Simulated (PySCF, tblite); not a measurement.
**A complex of BeF2 and phosphine**

A gas-phase complex of BeF2 and phosphine; neutral, singlet. The structure comes from a short search (6 tight-binding starts) and was relaxed by PBE0-D3(BJ)/def2-TZVPD; another way of binding may lie lower. No frequency run checks that it is a minimum.

Parts: 1 = BeF2 ([F][Be][F]), atoms 1–3; 2 = phosphine (P), atoms 4–7.

```xyz
7

F    -1.026    0.481    0.658
Be    0.173    0.186   -0.028
F     0.744   -0.569   -1.074
P     1.819    1.418    1.012
H     1.500    2.724    1.433
H     3.053    1.680    0.386
H     2.308    0.925    2.239
```
(Å; atoms numbered from 1)

Contacts between parts, classed by geometry: Be2···P4 2.304 Å (coordination).

Deforming the relaxed parts to their shape here costs 8.3 kcal/mol, which the interaction energies leave out.

Interaction energies are complex less parts, with the parts frozen as they stand in it; counterpoise-corrected, in kcal/mol (PySCF).

Question: Give the interaction energy at each level run.

Answer: 
```
                  level  interaction  superposition error removed
wB97M-D3(BJ)/def2-TZVPD       -17.98                        -0.61
 PBE0-D3(BJ)/def2-TZVPD       -20.68                        -0.62
```

Question: What holds them together? Decompose the wB97M-D3(BJ)/def2-TZVPD energy: frozen parts, their antisymmetrised product, then relaxation.

Answer: electrostatic -26.9, Pauli repulsion +32.3, orbital relaxation -22.5, dispersion correction -1.5 kcal/mol, which sum to the value before the counterpoise correction; the Pauli term holds the exchange-correlation of the frozen density too. Of the attraction, 53 % is electrostatic, 44 % is orbital relaxation, 3 % is dispersion correction.

The parts were also relaxed and run alone, at the levels used for the complex: shieldings by PBE0/pcSseg-2; core levels by delta-SCF with SCAN, pcX-2 on the ionised atom and pcseg-1 elsewhere, spin-free X2C (2p3/2 is the spin-free 2p value less a third of a first-order spin-orbit splitting).

Values alone: shielding of Be2 (ppm): 105.7; shielding of P4 (ppm): 580.8; F1 1s core level (eV): 692.90; Be2 1s core level (eV): 123.55; P4 2p3/2 core level (eV): 137.07.

Question: How do these values change when the complex forms?

Answer: 
| property | alone | in the complex | change |
| --- | --- | --- | --- |
| shielding of Be2 (ppm) | 105.7 | 104.2 | -1.5 |
| shielding of P4 (ppm) | 580.8 | 530.1 | -50.7 |
| F1 1s core level (eV) | 692.90 | 691.01 | -1.89 |
| Be2 1s core level (eV) | 123.55 | 120.84 | -2.71 |
| P4 2p3/2 core level (eV) | 137.07 | 138.62 | +1.55 |

The 4 runs behind this took 41 s in all, one thread each of Intel Xeon 6975P-C on a shared host, launched as `OMP_NUM_THREADS=1 python cluster_run.py task.json out`.
